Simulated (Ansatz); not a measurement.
Input and output for `Cl[B]1[NH][GaH]1`.

```yaml
crystal:
  periodic: [false, false, false]
  atoms:
    - {symbol: Cl, position_ang: [0.853094, -2.388426, 0.627690]}
    - {symbol: B, position_ang: [0.236178, -0.914709, 0.348738]}
    - {symbol: N, position_ang: [0.565113, 0.384391, -0.403224]}
    - {symbol: Ga, position_ang: [-1.247937, 0.378276, 0.570910]}
    - {symbol: H, position_ang: [1.451949, 0.296688, -0.951598]}
    - {symbol: H, position_ang: [-2.008563, 1.921842, -0.066380]}
basis:
  gaussian: {orbitals: pcseg-2, point_charges: [{charge: 2.00, position_ang: [5.231, -0.256, 0.505]}]}
magnetization: {spin_polarized: true, initial_magnetization: 2}
hamiltonian: {xc: {name: B2GP-PLYP}}
scf: {lower_state_search: full}
output: {forces: true}
```

```sh
$ ansatz run in.yaml --threads 2 --pin off --events-out ev --progress --plain --max-ram 4352MiB
```

Shortened log:

```
Functional definition: B2GP-PLYP
1038 factors; integrals over basis functions are off by at most 8.6e-4 eV
mean field evaluation 1: about -67059.2956 eV, gradient 4.3e1 eV
mean field evaluation 2: about -67059.4098 eV, gradient 4.2e1 eV
mean field evaluation 4: about -67067.5303 eV, gradient 1.2e1 eV
mean field evaluation 8: about -67068.7414 eV, gradient 1.0e0 eV
mean field evaluation 16: about -67068.9853 eV, gradient 6.3e-1 eV
mean field evaluation 32: about -67069.1635 eV, gradient 1.2e0 eV
mean field evaluation 96: about -67069.1896 eV, gradient 1.4e-2 eV
mean field evaluation 160: about -67069.1896 eV, gradient 3.4e-5 eV
mean field -67069.18962526 eV, -2464.7472575988 hartree, gradient 1.6e-6 eV, S^2 2.046491; 10 other end points of the search recorded, 0 dependent functions left out
16 core orbitals not correlated: weight in the atoms' cores, before any rotation towards them, 1.000 or more for the frozen orbitals, at most 0.000 for the correlated occupied ones
reference -67069.18975337 eV, -2464.7472623066 hartree; 16, 14 occupied and 133, 135 virtual orbitals, 1038 factors
second order -19.88683145 eV of doubles, -0.00000000 eV of singles
Total energy: -67076.34901269 eV, -2465.0103602339 hartree
Atom 0 at     0.853094    -2.388426     0.627690 Å, force     1.543641    -2.844768     0.582832 eV/Å
Atom 1 at     0.236178    -0.914709     0.348738 Å, force     1.816279     3.860292    -3.830182 eV/Å
Atom 2 at     0.565113     0.384391    -0.403224 Å, force     0.092723    -3.787302     2.059702 eV/Å
Atom 3 at    -1.247937     0.378276     0.570910 Å, force    -2.354489     2.640714     1.354288 eV/Å
Atom 4 at     1.451949     0.296688    -0.951598 Å, force    -0.867716     0.224734     0.419165 eV/Å
Atom 5 at    -2.008563     1.921842    -0.066380 Å, force    -0.001278    -0.098078    -0.596729 eV/Å
Dipole moment:    -0.585819    -0.173854    -0.058506 e Å
```

Run time 90 s (2 threads of an Arm Neoverse V1 on a shared host); peak host memory 0.87 GiB.
